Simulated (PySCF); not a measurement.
Identify the unknown among the candidates.

All candidates are C5H8NP.

| technique | computed result |
| --- | --- |
| Rotational structure | rotational constants A, B, C: 10.511, 0.747, 0.706 GHz [GFN2-xTB] |
| NMR, other nuclei | isotropic shieldings of nuclei other than C and H, by class: -31 (1 N), 40 (1 P) ppm [GIAO PBE0/pcSseg-1] |
| 13C NMR | chemical shifts (computed TMS as zero) by class: 209.3 (1 C), 124.4 (1 C), 31.5 (1 C), 26.2 (1 C), 15.8 (1 C) ppm [GIAO PBE0/pcSseg-1] |
| Dipole | 4.09 D [CAM-B3LYP/def2-SVPD] |
| Polarisability | 92.0 au [CAM-B3LYP/def2-SVPD] |
| 1H NMR | chemical shifts (computed TMS as zero) by class: 9.45 (1 H), 2.52 (3 H), 2.46 (2 H), 2.32 (2 H) ppm [GIAO PBE0/pcSseg-1] |

The electronic properties come from PySCF, for the isolated species, density fitting. Levels stand in brackets. Geometry: GFN2-xTB, one conformer, isolated molecule. Each NMR value is the plain mean over a class of atoms that symmetry, rotation or inversion makes alike.

Task: Which candidate is it?
A. `C/C=P/CCC#N`
B. `CCc1[nH]ccp1`
C. `P#CN1CCCC1`
D. `C=CP(C)CC#N`
E. `CNp1cccc1`

Result: A. It is `C/C=P/CCC#N`. Numbering: `[CH3:1]/[CH:2]=[P:3]/[CH2:4][CH2:5][C:6]#[N:7]`. 5 carbons fall into 5 classes; from least to most shielded: carbon bonded to C, P and H [C2] (209.3 ppm), nitrile carbon [C6] (124.4 ppm), sp3 carbon bound to phosphorus [C4] (31.5 ppm), methyl carbon [C1] (26.2 ppm), sp3 carbon next to a nitrile [C5] (15.8 ppm). Hydrogen classes from least to most shielded: 1 H on a carbon bonded to C, P and H, C2 (9.45 ppm), 3 H on a methyl carbon, C1 (2.52 ppm), 2 H on an sp3 carbon bound to phosphorus, C4 (2.46 ppm), 2 H on an sp3 carbon next to a nitrile, C5 (2.32 ppm). The other shieldings belong to: -31 ppm, nitrile nitrogen [N7]; 40 ppm, phosphorus bonded to 2 C [P3]. The optimised geometry has point group Cs and is an asymmetric top.

The others, at the same levels:
- `P#CN1CCCC1` fails: it has 3 carbon classes against 5; its computed 13C shifts are 160.4 (1 C), 56.9 (2 C), 26.2 (2 C) ppm, 1H shifts are 3.37 (4 H), 1.86 (4 H) ppm and rotational constant A is 5.506 GHz (against 10.511 GHz).
- `C=CP(C)CC#N` fails: its computed 13C shifts are 148.2 (1 C), 132.2 (1 C), 119.7 (1 C), 17.0 (1 C), 11.2 (1 C) ppm, 1H shifts are 6.48 (1 H), 6.29 (1 H), 5.77 (1 H), 2.27 (2 H), 1.40 (3 H) ppm and rotational constant A is 2.696 GHz (against 10.511 GHz).
- `CCc1[nH]ccp1` fails: its computed 13C shifts are 178.4 (1 C), 134.9 (1 C), 128.4 (1 C), 29.7 (1 C), 22.8 (1 C) ppm, 1H shifts are 8.54 (1 H), 7.41 (1 H), 7.20 (1 H), 2.97 (2 H), 1.29 (3 H) ppm and static isotropic polarisability is 89.0 au (against 92.0 au).
- `CNp1cccc1` fails: it has 3 carbon classes against 5; its computed 13C shifts are 147.6 (2 C), 143.1 (2 C), 37.8 (1 C) ppm, 1H shifts are 6.92 (2 H), 6.85 (2 H), 2.98 (3 H), 0.29 (1 H) ppm and static isotropic polarisability is 88.6 au (against 92.0 au).

Each candidate is one conformer, not necessarily the lowest. Dipoles, sizes and rotational constants follow the conformer. The torsions of the flexible species, by atom-mapped SMILES:
- `[CH3:1]/[CH:2]=[P:3]/[CH2:4][CH2:5][C:6]#[N:7]`: C2–P3–C4–C5 180°, P3–C4–C5–C6 180°
- `[CH2:1]=[CH:2][P:3]([CH3:4])[CH2:5][C:6]#[N:7]`: C1–C2–P3–C4 31°, C2–P3–C5–C6 -50°
- `[CH3:1][CH2:2][c:3]1[nH:4][cH:5][cH:6][p:7]1`: C1–C2–C3–N4 77°
- `[CH3:1][NH:2][p:3]1[cH:4][cH:5][cH:6][cH:7]1`: C1–N2–P3–C4 -174°

The conformers of `P#CN1CCCC1` aren't listed.
